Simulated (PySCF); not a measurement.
# From computed data to an observable: chemical shift, span and skew from a shielding tensor

C3H7FSi, SMILES F[C@H]1C[C@@H]1[SiH3]. Atoms are numbered in the order given.

```xyz
12

F     -1.8245     1.4242     0.0398
C     -0.8477     0.6017     0.5230
C     -1.0787    -0.8652     0.4524
C     -0.0571    -0.1970    -0.4735
Si     1.7839    -0.4770    -0.2790
H     -0.3539     1.0413     1.3975
H     -0.7256    -1.4966     1.2739
H     -2.0190    -1.1870    -0.0032
H     -0.4148    -0.0646    -1.5014
H      2.0967    -0.5571     1.1795
H      2.1984    -1.7554    -0.9278
H      2.5640     0.6431    -0.8818
```
Charge 0, spin multiplicity 1.

Geometry: B3LYP-D3(BJ)/def2-SVP. The structure was generated by enumeration; whether it is a known compound was not checked.

GIAO shieldings from PBE0/pcSseg-1 in PySCF, non-relativistic, no solvent. The symmetric part of the tensor of F1 has the principal values 337.2, 391.8, 452.5 ppm. The same nucleus in CFCl3 has σ = 167.2 ppm at this level (PySCF, at its B3LYP-D3(BJ)/def2-TZVP geometry).

Work out the isotropic shielding, the ¹⁹F shift against CFCl3, the span and the skew.


σ(iso) = (σ11 + σ22 + σ33)/3 = 393.8 ppm. δ = σ(ref) − σ(iso) = 167.2 − (393.8) = -226.6 ppm.
Span Ω = σ33 − σ11 = 115.3 ppm. Skew κ = 3(σ(iso) − σ22)/Ω = 0.05. Tumbling in solution averages the tensor to δ; in a static solid the shielding alone would spread this spin-1/2 line over Ω.
